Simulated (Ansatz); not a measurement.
The molecule BeCl-, multiplicity 3 (an upper state: multiplicity 1 came lower at CCSD(T)/def2-TZVPP on PBE0 minima).

The constants come from a fifth-degree fit in 1/R (seven points, main isotopes). Runs in def2 and cc sets follow the lowest solution found near the PBE0 minimum.

Codes used: Ansatz (Gaussian orbitals). Values without a source in brackets are computed.

```
level               r_e (Å)  ω_e (cm⁻¹)  α_e (cm⁻¹)  B_e (cm⁻¹)
------------------  -------  ----------  ----------  ----------
PBE/def2-TZVPP        1.958         601      0.0081       0.614
PBE0/def2-TZVPP       1.951         614      0.0079       0.618
wB97X-V/def2-TZVPP    1.962         606      0.0078       0.611
CCSD/def2-TZVPP       1.972         602      0.0076       0.605
CCSD(T)/def2-TZVPP    1.973         600      0.0076       0.604
```

Correlated levels freeze the inner cores; with def2 sets outer-core shells near the valence are correlated too.

Ansatz is an electronic-structure program.
